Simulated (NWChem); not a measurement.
CCl$_{2}$GaNO; SMILES [Ga]([Cl])([Cl])[N]=C=O

```xyz
6

Ga     0.0003     0.3237     0.0001
Cl    -1.8403     1.3734    -0.0004
Cl     1.8333     1.3876    -0.0004
N      0.0060    -1.4685     0.0028
C      0.0054    -2.6686     0.0003
O      0.0047    -3.8348    -0.0016
```
Atoms are numbered in this order, from 1.

Structure relaxed at the PBE0/def2-SVP level.

### Question
List the 4 lowest vertical singlet excitations from B3LYP/6-31G* (spherical d), full TDDFT (NWChem).

### Answer
```
state  energy (eV)  oscillator strength  leading excitation (squared amplitude)
-----  -----------  -------------------  --------------------------------------
S1            5.47                0.000                    HOMO → LUMO+1 (0.98)
S2            5.52                0.004                      HOMO → LUMO (0.97)
S3            5.66                0.000                    HOMO−1 → LUMO (0.99)
S4            6.08                0.028                    HOMO−2 → LUMO (0.90)
```
